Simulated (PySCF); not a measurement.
## Magnetisability: `C[C@@H]1C=C[S@](=O)C1`, C5H8OS

Molfile (atoms numbered from 1):
```
C5H8OS
     RDKit          3D

 15 15  0  0  0  0  0  0  0  0999 V2000
    1.5720   -0.1649   -0.4623 C   0  0  0  0  0  0  0  0  0  0  0  0
    0.4066   -0.5415    0.4587 C   0  0  2  0  0  0  0  0  0  0  0  0
   -0.7205   -1.0905   -0.3651 C   0  0  0  0  0  0  0  0  0  0  0  0
   -1.7307   -0.2767   -0.5983 C   0  0  0  0  0  0  0  0  0  0  0  0
   -1.5188    1.3814    0.1187 S   0  0  0  0  0  4  0  0  0  0  0  0
   -0.9016    2.1862   -0.9408 O   0  0  0  0  0  0  0  0  0  0  0  0
   -0.1536    0.6857    1.1711 C   0  0  0  0  0  0  0  0  0  0  0  0
    1.8943   -1.0256   -1.0439 H   0  0  0  0  0  0  0  0  0  0  0  0
    1.2591    0.6214   -1.1453 H   0  0  0  0  0  0  0  0  0  0  0  0
    2.4156    0.1934    0.1231 H   0  0  0  0  0  0  0  0  0  0  0  0
    0.7476   -1.2874    1.1853 H   0  0  0  0  0  0  0  0  0  0  0  0
   -0.6422   -2.0910   -0.7644 H   0  0  0  0  0  0  0  0  0  0  0  0
   -2.5950   -0.4708   -1.2059 H   0  0  0  0  0  0  0  0  0  0  0  0
   -0.6242    0.4234    2.1173 H   0  0  0  0  0  0  0  0  0  0  0  0
    0.5870    1.4650    1.3298 H   0  0  0  0  0  0  0  0  0  0  0  0
  1  2  1  0
  2  3  1  0
  3  4  2  0
  4  5  1  0
  5  6  2  0
  5  7  1  1
  7  2  1  0
  1  8  1  0
  1  9  1  0
  1 10  1  0
  2 11  1  1
  3 12  1  0
  4 13  1  0
  7 14  1  0
  7 15  1  0
M  END
```

Level of theory: GIAO PBE0/pcSseg-1 magnetisability, rotational g tensor and spin-rotation constants, non-relativistic, gas phase (PySCF 2.14.0). Geometry: GFN2-xTB.

(1) How diamagnetic is it, and how anisotropic?

(2) Split it along the inertial axes a, b, c into diamagnetic and paramagnetic parts about the centre of mass, with the quadrupole moment.

(3) And the rotational g tensor?

Answers

(1) Isotropic -1116 × 10⁻³⁰ J/T², or -67.2 × 10⁻⁶ cm³/mol; principal values -1365, -1037, -948 × 10⁻³⁰ J/T², anisotropy 380 × 10⁻³⁰ J/T² (root of half the summed squared differences of the principal values). The susceptibility is in cgs units.

(2) 
```csv
axis,χ (10⁻⁶ cm³/mol),diamagnetic (10⁻⁶ cm³/mol),paramagnetic (10⁻⁶ cm³/mol),summed x² of all electrons (Å²),quadrupole Θ (D Å)
a,-62.2,-445.0,382.8,120.2,-0.87
b,-66.0,-690.7,624.7,62.3,+2.20
c,-73.4,-774.2,700.8,42.6,-1.32
```
Anisotropies 2χaa − χbb − χcc = +15.0 and 2χbb − χaa − χcc = +3.5 × 10⁻⁶ cm³/mol. Θ is traceless in Buckingham's convention.

(3) 
| axis | rotational constant (GHz) | g | nuclear part | electronic part |
| --- | --- | --- | --- | --- |
| a | 3.6102 | -0.0429 | 0.6062 | -0.6492 |
| b | 2.0360 | -0.0223 | 0.5752 | -0.5975 |
| c | 1.7823 | -0.0116 | 0.5752 | -0.5868 |

Asymmetric top; isotopes 12C, 1H, 16O, 32S; no vibrational averaging.
